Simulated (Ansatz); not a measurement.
A structure relaxed at PBE0-D4/def2-TZVP, charge 0, multiplicity 1:

```xyz
12

C     1.324    1.223    0.780
N     0.520    0.036    0.612
B    -0.427   -0.223   -0.370
S    -0.865    0.919   -1.693
C    -1.172   -1.637   -0.311
O    -2.017   -1.996   -1.095
H     1.047    1.962    0.029
H     2.389    1.003    0.663
H     1.171    1.669    1.767
H     0.688   -0.681    1.302
H    -1.772    0.060   -2.200
H    -0.885   -2.335    0.517
```

Give its formula and SMILES.

C2H6BNOS, `CNB(S)C=O`.

Point group (tolerance 0.08 Å, 0.16 Å for H)?

Cs.

Summarise the bond lengths by kind.

1 × C–N 1.443 Å; 4 × C–H 1.090 to 1.121 Å; 1 × B–N 1.389 Å; 1 × H–N 1.009 Å; 1 × B–S 1.802 Å; 1 × B–C 1.599 Å; 1 × H–S 1.348 Å; 1 × C–O 1.207 Å.

Program: Ansatz 0.2.0.
